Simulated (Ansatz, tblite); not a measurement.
Isomers of Na3Sn5⁻ (singlet), found by a short tight-binding search and relaxed with r2SCAN-D4/def2-SVPD in Ansatz.

In the def2 sets Sn takes a core potential; there is no spin–orbit coupling. The xTB rows come from tblite. Correlated methods freeze 23 core orbitals; core or outer-core shells of Na, Sn are correlated, in sets that lack core-valence functions.

Run but left out: HF/def2-SVPD (A: restricted singlet, unstable towards broken spin symmetry); B2PLYP/def2-SVP (A: restricted singlet, unstable in another Hartree–Fock run and untested here).

A: The restricted singlet is unstable towards broken spin symmetry in Hartree–Fock (as tested in another run); at PBE-D4/def2-SVP, revPBE-D4/def2-SVP, r2SCAN-D4/def2-SVP, r2SCANh-D4/def2-SVP and others this wasn't settled. At MP2/def2-SVPD the restricted singlet (for correlated methods, its reference) is unstable: a solution with broken spin symmetry lies lower. B: The restricted singlet is unstable towards broken spin symmetry in Hartree–Fock (as tested in another run); at PBE-D4/def2-SVP, revPBE-D4/def2-SVP, r2SCAN-D4/def2-SVP, r2SCANh-D4/def2-SVP and others this wasn't settled. At MP2/def2-SVPD the restricted singlet (for correlated methods, its reference) is unstable: a solution with broken spin symmetry lies lower. C: The restricted singlet is unstable towards broken spin symmetry in Hartree–Fock (as tested in another run); at PBE-D4/def2-SVP, revPBE-D4/def2-SVP, r2SCAN-D4/def2-SVP, r2SCANh-D4/def2-SVP and others this wasn't settled. At MP2/def2-SVPD the restricted singlet (for correlated methods, its reference) is unstable: a solution with broken spin symmetry lies lower.

Other spin states weren't relaxed.

A:

Cartesian coordinates in Å:
```
Na -1.7844 1.0935 0.4966
Na 1.1879 1.3680 2.0387
Na -1.3863 3.3478 3.4655
Sn -0.5621 -3.2485 -1.3349
Sn 1.8549 -1.7166 -2.0287
Sn 1.3383 0.9521 -1.1280
Sn 0.3641 -1.3146 0.6216
Sn -1.0124 -0.4817 -2.1310
```

B:

```xyz
8

Na   -1.1767    1.7446    0.9968
Na    1.9471    1.2623   -0.1360
Na    1.1730    4.5298    1.2973
Sn   -0.8144   -3.1428   -0.9009
Sn    0.2715   -1.2418    1.2637
Sn   -0.6317   -0.1679   -1.6678
Sn    1.7617   -1.8250   -1.2099
Sn   -2.5305   -1.1592    0.3568
```

C:

```xyz
8

Na   -0.258    2.558   -0.523
Na   -1.595    0.926   -3.260
Na   -2.621   -0.008   -0.081
Sn   -0.647   -2.378    1.037
Sn    2.446    0.965    0.435
Sn   -0.065    0.396    1.904
Sn    2.152   -1.723    1.527
Sn    0.588   -0.737   -1.037
```

Problem. Estimate which lies lowest at each level, and how far above it the others are (kJ/mol).

Solution. 
```json
{"level": "GFN1-xTB", "A": "18.5", "B": "0.0", "C": "15.6"}
{"level": "GFN2-xTB", "A": "0.0", "B": "0.9", "C": "14.3"}
{"level": "PBE-D4/def2-SVP", "A": "19.4", "B": "0.0", "C": "11.2"}
{"level": "revPBE-D4/def2-SVP", "A": "19.2", "B": "0.0", "C": "12.4"}
{"level": "r2SCAN-D4/def2-SVP", "A": "19.3", "B": "0.0", "C": "11.5"}
{"level": "r2SCANh-D4/def2-SVP", "A": "19.1", "B": "0.0", "C": "12.2"}
{"level": "PBE0-D4/def2-SVP", "A": "19.0", "B": "0.0", "C": "13.0"}
{"level": "RPA@PBE/def2-SVPD", "A": "20.7", "B": "0.0", "C": "13.1"}
{"level": "MP2/def2-SVPD", "A": "23.6", "B": "0.0", "C": "11.0"}
```
Point groups (tolerance 0.1 Å): A not assigned, B C2v, C Cs. Lower isomers may exist.
